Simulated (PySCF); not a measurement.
# Simulated characterisation data

[PySCF: NMR shieldings at PBE0/pcSseg-1/GIAO; geometry from GFN2-xTB; a single conformation; no solvent; rapidly exchanging positions averaged; relativity neglected]

Chemical shifts δ = σref − σ; 1H (σref 31.72) and 13C (σref 186.93) vs TMS, all at this level. Splittings of carbon signals by F and P are missing where no couplings were computed. Where no couplings were computed, multiplicities follow the n + 1 count of equivalent neighbours, and m marks all less simple cases (inequivalent or close neighbours, rings, F or P nearby). Shifts are as computed. Against solution values, carbons near 30 ppm lie about +3 ppm off and those near 130 ppm about +5 ppm. Of 1211 compounds with measured shifts, 218 miss one by over three times the rms of a fit or turn the order of signals round; such compounds aren't used in these exercises.

Compound 1 (C7H12NP). 1H NMR (600 MHz, computed): δ 3.01 (s, 6H), 2.83 (m, 3H), 2.25 (s, 3H). 13C{1H} NMR (computed): δ 211.7, 114.2, 87.8, 43.4, 26.3, 7.0. Structure: SMILES CC#C/P=C(\C)N(C)C.

Compound 2 (C7H12NP). 1H NMR (600 MHz, computed): δ 6.66 (m, 2H), 6.48 (m, 2H), 3.22 (m, 3H), 2.97 (m, 1H), 2.78 (m, 1H), 1.39 (m, 3H). 13C{1H} NMR (computed): δ 143.9, 135.7, 33.8, 33.7, 20.6. Structure: `CP1(=NC)C=CCC=C1`.

Compound 3 (C7H12NP). 1H NMR (600 MHz, computed): δ 8.04 (m, 1H), 6.93 (m, 1H), 4.20 (sept, 1H), 2.46 (s, 3H), 1.45 (d, 6H). 13C{1H} NMR (computed): δ 153.3, 138.6, 133.4, 50.6, 26.5, 18.0. Structure: SMILES Cc1cpcn1C(C)C.
